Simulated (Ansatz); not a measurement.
C6H4OTi, SMILES `C#[C][Ti]([OH])([C]#C)[C]#C` at its PBE0-D4/def2-TZVP geometry, where that method's forces vanish. Charge 0, multiplicity 1.

```
atom    x (Å)    y (Å)    z (Å)
  C1   1.7926   2.0158  -1.6362
  C2   1.0766   1.1503  -1.1718
 Ti3  -0.1103  -0.2709  -0.3600
  O4  -0.6259  -1.3965  -1.5875
  C5  -1.7316   0.5929   0.4834
  C6  -2.6893   1.1257   1.0095
  C7   0.9013  -1.2647   1.0805
  C8   1.5113  -1.8380   1.9621
  H9   2.4218   2.7784  -2.0376
 H10  -1.0704  -2.1578  -1.9567
 H11  -3.5249   1.5986   1.4751
 H12   2.0488  -2.3339   2.7391
```

Question: For each bond, give half the difference of the two atoms' forces along it (eV/Å; positive pushes the atoms apart) under PBE-D4, r2SCAN-D4, B3LYP-D4, ωB97M-V in def2-TZVPP. (An estimate is asked.)

Answer: Computed: 
```tsv
bond	length (Å)	PBE-D4	r2SCAN-D4	B3LYP-D4	ωB97M-V
C1–C2	1.215	1.02	0.41	0.01	-0.41
C1–H9	1.067	-0.39	-0.27	-0.12	0.12
C2–Ti3	2.022	-0.60	-0.21	0.01	0.25
Ti3–O4	1.743	0.36	0.35	0.36	-0.01
Ti3–C5	2.021	-0.61	-0.22	0.00	0.25
Ti3–C7	2.021	-0.61	-0.22	0.00	0.25
O4–H10	0.956	0.17	-0.14	-0.16	-0.02
C5–C6	1.216	1.02	0.41	0.01	-0.41
C6–H11	1.067	-0.39	-0.27	-0.12	0.12
C7–C8	1.216	1.02	0.41	0.01	-0.41
C8–H12	1.067	-0.39	-0.27	-0.12	0.12
```

B3LYP here is the variant with VWN-RPA as its local correlation; programs differ in this.
